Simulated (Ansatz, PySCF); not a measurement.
Gas-phase reaction (SMILES): C[Si](C)(C)O[SiH3] + 5 [H][H] (H2) → 3 C (CH4) + O (H2O) + 2 [SiH4] (SiH4); energy of full hydrogenation.

Each molecule is optimised on its own at B3LYP-D3(BJ)/def2-TZVP (Ansatz, a program for electronic structure), one conformer each, not searched for the lowest. Correlated levels leave the core frozen unless marked. Spin-orbit coupling is left out. No relativistic terms. CBS(X,Y): correlation extrapolated as X^-3; Hartree-Fock from the larger set. Thermal terms are rigid-rotor harmonic-oscillator values from B3LYP-D3(BJ) frequencies (Ansatz or PySCF) at 298.15 K and 1 atm. 1 Eh = 627.5095 kcal/mol.

```tsv
species	E, CCSD(T)/CBS(cc-pV(T+d)Z,cc-pV(Q+d)Z) (Ansatz) (Eh)	E, B3LYP-D3(BJ)/def2-TZVPD (Ansatz + dftd3) (Eh)	H - E (Eh)
C[Si](C)(C)O[SiH3]	-774.82956	-776.05802	0.15275
[H][H] (H2)	-1.17450	-1.17983	0.01336
C (CH4)	-40.45816	-40.53958	0.04840
O (H2O)	-76.37426	-76.46738	0.02495
[SiH4] (SiH4)	-291.45815	-291.91976	0.03520
```

Question: Work out ΔE and ΔH at 298.15 K at the first level, then ΔH at the second.

Answer: 
1. ΔE = [3×(-40.45816) + (-76.37426) + 2×(-291.45815)] - [(-774.82956) + 5×(-1.17450)] = 0.03702 Eh = 23.2 kcal/mol at CCSD(T)/CBS(cc-pV(T+d)Z,cc-pV(Q+d)Z).
2. The terms H - E add up to 0.02100 Eh, so ΔH = (0.03702 + (0.02100))×627.5095 = 36.4 kcal/mol.
3. At B3LYP-D3(BJ)/def2-TZVPD the same steps give ΔE = 19.8 and ΔH = 33.0 kcal/mol, a shift of -3.4 from the first level.
4. These values are not checked against measurement here, since the tables used lack a sound gas-phase enthalpy of formation for at least one species.
